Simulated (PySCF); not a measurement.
# Spin-orbit coupling and the second ionisation energy along the 4p block

Two-component X2C-1e calculated with PySCF 2.14: MP2 on generalised Hartree-Fock spinors (GMP2), with spin-orbit coupling off and on (screened by Boettger's factors); no Breit or QED terms. Values in eV; the references (NIST) lie between the lowest levels. Elements whose determinants are no pure J levels are left out.

| element | configurations | spin-free | with spin-orbit | shift | reference |
| --- | --- | --- | --- | --- | --- |
| Ga (x2c-SVPall-2c, [Ne] frozen) | [Ar] 3d10 4s2 → [Ar] 3d10 4s1 | 19.695 | 19.695 | 0.000 | 20.515 |
| Ge (x2c-SVPall-2c, [Ne] frozen) | [Ar] 3d10 4s2 4p1 → [Ar] 3d10 4s2 | 15.529 | 15.674 | 0.146 | 15.935 |
| Br (x2c-SVPall-2c, [Ne] frozen) | [Ar] 3d10 4s2 4p4 → [Ar] 3d10 4s2 4p3 | 20.826 | 21.001 | 0.175 | 21.591 |
| Kr (x2c-SVPall-2c, [Ne] frozen) | [Ar] 3d10 4s2 4p5 → [Ar] 3d10 4s2 4p4 | 24.053 | 23.969 | -0.084 | 24.360 |

The largest shift is at Br, 0.175 eV, where spin-orbit coupling lowers the species with more electrons by more than the one with fewer (starting occupations 4p1/2^2 4p3/2^2 and 4p1/2^2 4p3/2^1).

What remains against the references is mostly the basis and correlation beyond MP2.
